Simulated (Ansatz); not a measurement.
`[NH2][Ta](=[O])([OH])[F]` + HCl → `[O]=[Ta]([OH])([F])[Cl]` + NH₃ at 400 K and 1 bar (ligand exchange at a Ta–N bond).

Program: Ansatz. Geometries: PBE0-D4/def2-TZVP. ΔE: electronic, gas phase. CCSD(T)/CBS is the MP2 limit (def2-TZVPP, def2-QZVPP) plus CCSD(T) − MP2 in def2-TZVPP, frozen cores. This one scheme is used for every species. Elements past krypton have def2 core potentials. For Ta outer-core shells are correlated without core-valence functions, which leaves a few kJ/mol of doubt a bond. Each species was taken in one conformer, which may not be the lowest.

```tsv
species	CCSD(T)/CBS energy (Eh)	H − E (kJ/mol)	S (J/(mol·K))
`[NH2][Ta](=[O])([OH])[F]`	-363.77097	148.6	390.0
HCl	-460.38127	29.6	195.4
`[O]=[Ta]([OH])([F])[Cl]`	-767.66252	82.0	388.7
NH₃	-56.50880	104.2	203.1
```

H − E and S are ideal-gas, rigid-rotor, harmonic terms from PBE0-D4/def2-TZVP, for one conformer and one mirror image of each species. 1 Eh = 2625.50 kJ/mol, R = 8.31446 J/(mol·K).

Question: By hand: ΔE, ΔH, ΔS and ΔG.

Answer: ΔE = (-767.66252) + (-56.50880) − (-363.77097) − (-460.38127) = -0.01908 Eh = -50.1 kJ/mol. Δ(H − E) = 82.0 + 104.2 − 148.6 − 29.6 = 8.0, so ΔH = -42.1 kJ/mol. ΔS = 388.7 + 203.1 − 390.0 − 195.4 = 6.4 J/(mol·K). ΔG = -42.1 − 400 × (6.4)/1000 = -44.7 kJ/mol.

Question: By hand: the equilibrium constant, and the temperature at which ΔG would vanish if ΔH and ΔS stayed fixed.

Answer: log₁₀ K = −ΔG/(RT ln 10) = 5.8. ΔH and −TΔS have one sign here, so there is no such temperature.

The number of gas molecules stays the same, so ΔS is small and ΔH decides. A doubt of 5 kJ/mol in ΔE shifts log₁₀ K by 0.7 here. Other conformers and mirror images would add mixing entropy, several J/(mol·K) or more a flexible species. These are equilibria of isolated gas molecules and say nothing of rates. Largest T1 diagnostic: 0.020 (customary marks: 0.02 for closed shells, 0.045 for open ones).

ΔS is within the doubt of such terms, so its sign, and with it that verdict, could turn.
